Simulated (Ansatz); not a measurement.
Cost and result for the atomization energy of C₃H₃GaO (`C#C[C](=O)[GaH2]`) (8 atoms, 7 bonds).

Charge 0, multiplicity 1. Correlated methods include outer-core shells of Ga, which these sets cover unevenly. Scalar relativity is left out up to krypton. The structure was optimised at the PBE0-D4/def2-TZVP level. Program: Ansatz. All runs use 4 threads of an Arm Neoverse V2 on a shared host. Times are those of one run each, without the atoms' runs, and a repeat can differ threefold. Electronic energies, without spin–orbit coupling; frozen cores. CCSD(T)/CBS adds CCSD(T) − MP2 in def2-TZVPP to the MP2 limit, and its time is that of the two runs behind it. T1 = 0.016; the RHF reference is unstable towards UHF. With those shells the extrapolation isn't a true limit. B3LYP takes the VWN-RPA correlation (the form of Gaussian; ORCA's B3LYP/G). HSE06 is the plane-wave form, built on full-range PBE exchange.

CCSD(T)/CBS is a level of theory with its own doubt, some kJ/mol a heavy atom from the limit and from the frozen cores, so smaller differences don't rank the functionals.

| level | functions | wall time | atomization (kcal/mol) | difference from CCSD(T)/CBS | per bond |
| --- | --- | --- | --- | --- | --- |
| LDA (SPW92)/def2-TZVPP | 214 | 0.9 s | 874.5 | 132.2 | 18.9 |
| BLYP-D4/def2-TZVPP | 214 | 1.4 s | 749.4 | 7.1 | 1.0 |
| PBE0-D4/def2-TZVPP | 214 | 2 s | 747.8 | 5.5 | 0.8 |
| HSE06-D4/def2-TZVPP | 214 | 2.3 s | 748.5 | 6.2 | 0.9 |
| CAM-B3LYP-D4/def2-TZVPP | 214 | 2.3 s | 743.6 | 1.3 | 0.2 |
| B3LYP-D4/def2-TZVPP (with forces) | 214 | 3.3 s | 741.3 | -1.0 | -0.1 |
| r2SCANh-D4/def2-TZVPP | 214 | 3.6 s | 739.5 | -2.8 | -0.4 |
| CCSD(T)/def2-SVP | 103 | 4.2 s | 708.7 | -33.6 | -4.8 |
| ωB97X-V/def2-TZVPP | 214 | 5.5 s | 742.9 | 0.6 | 0.1 |
| B97M-V/def2-TZVPP | 214 | 6.5 s | 747.4 | 5.1 | 0.7 |
| MP2/def2-QZVPP | 407 | 15 s | 760.9 | 18.6 | 2.7 |
| CCSD(T)/def2-TZVPP | 214 | 84 s | 724.0 | -18.3 | -2.6 |
| CCSD(T)/CBS(def2) | – | 98 s | 742.3 | 0.0 | 0.0 |

From PBE to PBE0 (25 % exact exchange), in def2-TZVPP and without D4, the atomization energy moves by −25.6 kcal/mol: exact exchange takes away binding that semilocal exchange gives to molecules. At CCSD(T), def2-SVP lies −33.6 kcal/mol from the extrapolated value and def2-TZVPP −18.3 kcal/mol: correlation converges slowly with the basis, and small sets miss more of it in the bonded molecule than in its fragments. In def2-TZVPP, CCSD(T) changes the Hartree–Fock value by +216.8 kcal/mol (the triples alone add +18.2 kcal/mol) and MP2 by +242.9 kcal/mol; breaking electron pairs costs correlation energy, which Hartree–Fock lacks.
